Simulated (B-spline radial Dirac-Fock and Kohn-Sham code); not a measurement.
f′ and f″ of Ni, 3.151 keV to 14.15 keV

The computed values come from a radial atomic solver: the dispersion relation over Dirac-Hartree-Slater subshell photoionisation cross sections, with the Kissel-Pratt high-energy constant (isolated atom, no bound-bound lines or fine structure). The forward scattering factor is f₀ + f′ + i f″.

Edges near this range: K 8333.0 eV.

```
hν (eV)   λ (Å)  f′ (e)  f″ (e)  tabulated f′  tabulated f″
   3151   3.935  -0.169   2.691         -0.11          2.63
   3570   3.473  -0.297   2.184         -0.25          2.11
   3660   3.388  -0.326   2.094         -0.28          2.02
   4000   3.100  -0.435   1.801         -0.39          1.72
 4510.9   2.749  -0.601   1.465         -0.57          1.39
 5414.7   2.290  -0.904   1.064         -0.89          1.00
   5548   2.235  -0.951   1.020         -0.93          0.96
   6000   2.066  -1.120   0.888         -1.11          0.84
   6003   2.065  -1.121   0.887         -1.11          0.83
   6220   1.993  -1.210   0.833         -1.20          0.78
 6403.9   1.936  -1.292   0.791         -1.28          0.75
 6930.3   1.789  -1.569   0.687         -1.57          0.65
 8047.8   1.541       ?       ?             ?             ?
 9251.7   1.340  -1.320   3.298         -1.29          3.28
  12000   1.033   0.028   2.155          0.03          2.12
  14150  0.8762   0.260   1.629          0.26          1.60
```

Task: What are f′ and f″ at Cu Kα (8047.8 eV)?

Result: f′ = -3.011 and f″ = 0.525 electrons (tables: -3.16 and 0.51). By the optical theorem f″ corresponds to a photoabsorption cross section 2 rₑ λ f″ = 4560 b.

Tabulated f′: xraylib 4.2 anomalous scattering factors (Cullen et al., EPDL97); f″: Chantler's tables (J. Phys. Chem. Ref. Data 1995 and 2000). Both are theoretical tables.
